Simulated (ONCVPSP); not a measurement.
# Logarithmic derivatives: tungsten (W), ONCV

```
Element                 : tungsten
Generator               : ONCVPSP 4.0.1
Type                    : optimised norm-conserving Vanderbilt (ONCV)
Functional              : PBEsol
Relativity              : scalar-relativistic
Frozen core             : [Kr] 4d10 4f14
Valence charge          : 14
Reference configuration : 5s2 5p6 5d4 6s2
Partial waves           : 5s+6s: rc 1.90 bohr, ncon 4, nbas 7, qcut 6.6 1/bohr, 2 projectors; 5p: rc 1.90 bohr, ncon 4, nbas 7, qcut 7.8 1/bohr, 2 projectors, debl 3.3 Ha; 5d: rc 1.70 bohr, ncon 4, nbas 7, qcut 6.5 1/bohr, 2 projectors, debl 0.5 Ha
Local potential         : polynomial inside 1.70 bohr (lpopt 5, dvloc0 4 Ha)
Core correction         : Teter function, fcfact 2.5, rcfact 1.1
```

The phase is arctan(r·R′/R) of the radial function R(r), unwrapped; energies in Ha, scanned from -4 to 5 Ha. A pole is an energy at which the radial function vanishes at the test radius. The pseudo phase is shifted by a multiple of π to meet the all-electron one at the reference energy, and phase errors are pseudo minus all-electron; the curves can meet again beyond the range given. Levels narrower than the energy grid can be missing from the lists of poles.

Question: For each channel, where are the poles, and over which energies does the pseudopotential scatter like the atom?

Answer:

```
channel  radius (bohr)  reference energy (Ha)  poles, all-electron  poles, pseudo  unbroken range about the reference energy with phases within 0.05 rad  phase error 1 Ha above the reference energy (rad)
      s           1.93                  -0.21          -2.72, 4.20    -2.72, 4.14                                                        the whole range                                             -0.001
      p           1.93                  -1.59                -1.18          -1.18                                                        the whole range                                             +0.000
      d           1.72                  -0.17                 1.68           1.68                                                        the whole range                                             -0.000
```

Phases in the s channel:

| E (Ha) | all-electron | pseudo |
| --- | --- | --- |
| -3.98 | 1.220 | 1.220 |
| -3.50 | 1.030 | 1.030 |
| -3.02 | -1.053 | -1.053 |
| -2.54 | -1.664 | -1.664 |
| -2.06 | -1.788 | -1.788 |
| -1.58 | -1.878 | -1.878 |
| -1.10 | -1.987 | -1.988 |
| -0.62 | -2.165 | -2.165 |
| -0.14 | -2.530 | -2.530 |
| 0.34 | -3.283 | -3.283 |
| 0.82 | -3.977 | -3.978 |
| 1.30 | -4.297 | -4.298 |
| 1.78 | -4.452 | -4.453 |
| 2.26 | -4.542 | -4.543 |
| 2.74 | -4.601 | -4.603 |
| 3.22 | -4.646 | -4.648 |
| 3.70 | -4.681 | -4.684 |
| 4.18 | -4.711 | -4.715 |
| 4.66 | -4.740 | -4.745 |
